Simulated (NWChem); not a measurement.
System: CH4BClS; SMILES ClB(S)C

Input file for NWChem:

```
start job
memory heap 200 mb stack 900 mb global 1100 mb
geometry units angstroms noautosym nocenter noautoz
  B      0.338948    -0.015420    -0.074546
  Cl    -0.563982     1.485520    -0.400772
  C      1.906102     0.026978    -0.038332
  H      2.291772     0.399343    -0.996819
  H      2.377317    -0.938809     0.168939
  H      2.242735     0.744239     0.722133
  S     -0.683610    -1.483217     0.189881
  H      0.322371    -2.360872     0.394212
end
basis spherical
  B library def2-tzvp
  Cl library def2-tzvp
  C library def2-tzvp
  H library def2-tzvp
  S library def2-tzvp
end
dft
  xc xcamb88 1.00 lyp 0.81 vwn_5 0.19 hfexch 1.00
  cam 0.33 cam_alpha 0.19 cam_beta 0.46
  iterations 150
end
property
  efieldgrad
end
task dft property
```

The geometry was optimised at B3LYP/6-31G* (spherical d).

Vzz is the largest principal value of the second derivative of the potential at the nucleus (NWChem prints the opposite sign); η is the asymmetry. Non-relativistic.

Atoms are numbered as in the input.

Question: Predict the main results of this run. (CAM-B3LYP/def2-TZVP.) Quantities: Vzz B1 (a.u.); η B1; Vzz Cl2 (a.u.); η Cl2; Vzz S7 (a.u.); η S7.

Answer: 
| Item | Result |
|---|---|
| Vzz B1 (a.u.) | 0.396 |
| η B1 | 0.66 |
| Vzz Cl2 (a.u.) | 2.231 |
| η Cl2 | 0.48 |
| Vzz S7 (a.u.) | 1.927 |
| η S7 | 0.53 |
